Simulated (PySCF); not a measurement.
silanone (H2OSi), SMILES O=[SiH2]. Atoms are numbered in the order given.

```xyz
4

Si     0.0000     0.0000     0.4374
O      0.0000     0.0000    -1.0821
H      0.0000    -1.2270     1.2664
H      0.0000     1.2270     1.2664
```

Geometry optimised at B3LYP-D3(BJ)/def2-TZVP.

Computed with PySCF with PBE/pcJ-1.

Isotropic couplings with Fermi-contact, spin-dipole and both spin-orbit terms, one fixed conformer, no vibrational averaging. Isotopes: 1H, 29Si.

Q: Estimate the spin–spin coupling constants. (Estimate from the structure and the level; the computed values follow.)

A: 
```json
[
 {"pair": "Si1–H3", "bonds apart": "1", "J (Hz)": "-238.4"},
 {"pair": "Si1–H4", "bonds apart": "1", "J (Hz)": "-238.4"},
 {"pair": "H3–H4", "bonds apart": "2", "J (Hz)": "78.5"}
]
```
